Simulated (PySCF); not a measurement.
C6H7NOS.
Geometry (GFN2-xTB, Å), atoms numbered from 1 in this order:
```xyz
16
C6H7NOS angstrom
C     -1.7161    1.4668    0.0488
C     -1.5499    0.2520   -0.4407
C     -1.0318   -0.9223    0.3459
C      0.1252   -1.5640   -0.3681
S     -0.0392   -2.9444   -1.2097
O      1.3332   -0.9985   -0.3625
C      1.5745    0.2265    0.3174
C      2.9252    0.6589    0.0156
N      3.9846    1.0134   -0.2155
H     -1.4864    1.7090    1.0748
H     -2.1096    2.2699   -0.5499
H     -1.7977    0.0286   -1.4694
H     -1.8236   -1.6717    0.4129
H     -0.7535   -0.6132    1.3574
H      1.4862    0.0948    1.4060
H      0.8712    1.0031   -0.0154
```

Computed at PBE0/pcSseg-1 (PySCF, non-relativistic), with Q(33S) = −0.0678 b, Q(17O) = −0.0256 b, Q(14N) = 0.02044 b: S5, 33S (I = 3/2): χzz = 42.90 MHz, η = 0.151; O6, 17O (I = 5/2): χzz = -11.47 MHz, η = 0.369; N9, 14N (I = 1): χzz = -4.884 MHz, η = 0.183.

(1) Where would the pure quadrupole (NQR) lines of 33S at S5 fall for the rigid, isolated species?

(2) Find the zero-field quadrupole resonance frequencies of 17O at O6.

(3) Find the zero-field quadrupole resonance frequencies of 14N at N9.

## Answers

(1) From ν = (|χ|/2)√(1 + η²/3): ν = 21.53 MHz (thiocarbonyl sulfur).

(2) From the eigenvalues of H = χ/[4I(2I − 1)] × [3Iz² − I(I + 1) + η(Ix² − Iy²)], steps between neighbouring levels, labelled as for η = 0: ±1/2↔±3/2 1.959 MHz, ±3/2↔±5/2 3.356 MHz (oxygen bonded to 2 C).

(3) From ν± = (3/4)|χ|(1 ± η/3) and ν0 = |χ|η/2: ν+ 3.886 MHz, ν− 3.440 MHz, ν0 0.446 MHz (nitrile nitrogen).

In a crystal, neighbours and librations shift these lines. GFN2-xTB bond lengths can be off by several hundredths of an ångström, more for odd bonds, and the gradients follow them. The small basis limits the accuracy of the gradients.

One conformer stands for the species.
